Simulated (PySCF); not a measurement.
Gas-phase reaction: 3 TiOCl₂ + 3 Cl₂ ⇌ 3 TiCl₄ + O₃

Computed with PySCF and rigid-rotor harmonic-oscillator thermochemistry at 1 bar. The comparison is the NASA 1993 polynomial table, which mixes measured and estimated data. After a fit of one offset per element over all species, the range-separated, M06-2X, PBE0/def2-QZVP and CCSD(T)/def2-TZVPP enthalpies, where run, lie to one side of the table for TiOCl₂ (-50 kJ/mol), O₃ (+19 kJ/mol): a fault of the table's entry, another state or a shared error of the levels is possible; this was not checked at source. S°(298 K) at PBE0/def2-TZVP differs from the NASA 1993 table for TiOCl₂ (+10 J/mol/K); whether the harmonic model or the table's entry is off was not settled. † marks an energy on the PBE0/def2-TZVP geometry and frequencies; other levels use their own. MP2 freezes the core. 6-31G* has spherical d functions here. All species are closed-shell singlets. For this reaction the table lies outside the span of B3LYP, M06-2X, MP2, PBE0, r2SCAN, ωB97M-V, ωB97X-V in their largest bases here; which side is off was not settled. MP2 isn't extrapolated to the basis-set limit; its ΔH°(298 K) is -281.0 kJ in def2-SVP and -268.8 kJ in def2-TZVPP. The harmonic model lacks anharmonicity and excited electronic states, which grow with temperature; levels with a mode under 35 cm⁻¹ are left out. Strong static correlation: O₃. Soft modes under 120 cm⁻¹ make the harmonic entropy rough for TiOCl₂, TiCl₄. The table's entry may be an old estimate for TiOCl₂ (not checked at source). Warning, point group unlike the PBE0 one: TiOCl₂ (PBE/def2-SVP).

```
level               ΔH°(298 K), kJ  minus table  ΔG°(1000 K), kJ
------------------  --------------  -----------  ---------------
table                       -511.0            -           -189.2
BLYP/def2-TZVP†             -380.9        130.1            -25.1
HF/6-31G*                   -149.9        361.1            189.5
HF/def2-TZVP†               -261.5        249.5             94.3
M06-2X/def2-TZVP†           -358.1        152.9             -2.2
MP2/def2-SVP†               -281.0        230.0             74.8
MP2/def2-TZVPP†             -268.8        242.2             87.0
PBE/def2-SVP                -485.0         26.0           -127.4
PBE0/def2-QZVP†             -368.3        142.7            -12.5
PBE0/def2-SVP†              -433.3         77.7            -77.4
PBE0/def2-TZVP              -379.8        131.2            -24.0
ωB97X-V/def2-TZVP†          -332.9        178.1             22.9
```
